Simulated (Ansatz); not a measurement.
All values below come from frozen-core CCSD(T)/cc-pVTZ // PBE0-D3(BJ)/def2-TZVP (Ansatz, a first-principles code).

Ansatz 0.2 input:
```yaml
crystal:
  periodic: [false, false, false]
  atoms:
    - { symbol: Br, position_ang: [-1.817, -1.291664, 0.013876] }
    - { symbol: Al, position_ang: [-0.000044, 0.000018, -0.000053] }
    - { symbol: Br, position_ang: [2.027045, -0.927803, -0.014312] }
    - { symbol: Br, position_ang: [-0.210003, 2.219449, 0.000489] }
basis:
  gaussian: { orbitals: cc-pVTZ }
correlation:
  method: ccsd_t
```

Output:

```
Functional definition: HF
1066 factors; integrals over basis functions are off by at most 1.0e-3 eV
mean field evaluation 1: about -216589.0546 eV, gradient 1.7e1 eV
mean field evaluation 2: about -216589.1049 eV, gradient 1.7e1 eV
mean field evaluation 4: about -216590.1510 eV, gradient 1.5e0 eV
mean field evaluation 8: about -216590.1665 eV, gradient 1.6e-5 eV
mean field evaluation 16: about -216590.0703 eV, gradient 1.5e0 eV
mean field -216590.16650149 eV, -7959.5418088420 hartree, gradient 1.2e-6 eV, S^2 0.000000; 0 other end points of the search recorded, 0 dependent functions left out
32 core orbitals not correlated
reference -216590.16650149 eV, -7959.5418088420 hartree; 27, 27 occupied and 104, 104 virtual orbitals, 1066 factors
second order -19.91980292 eV of doubles, -0.00000000 eV of singles
cycle   1  -20.18028254 eV  change   -2.6e-1 eV  update   8.2e-2
cycle   2  -20.60370999 eV  change   -4.2e-1 eV  update   2.1e-2
cycle   3  -20.65920592 eV  change   -5.5e-2 eV  update   1.0e-2
cycle   4  -20.64482168 eV  change    1.4e-2 eV  update   2.7e-3
cycle   5  -20.64540002 eV  change   -5.8e-4 eV  update   9.8e-4
cycle   6  -20.64526098 eV  change    1.4e-4 eV  update   2.3e-4
cycle   7  -20.64512080 eV  change    1.4e-4 eV  update   7.4e-5
cycle   8  -20.64516047 eV  change   -4.0e-5 eV  update   2.2e-5
perturbative correction -0.81631928 eV, -0.0299991802 hartree
Total energy: -216611.62798124 eV, -7960.3305036756 hartree
```

Cost: roughly 2.2 core-minutes.
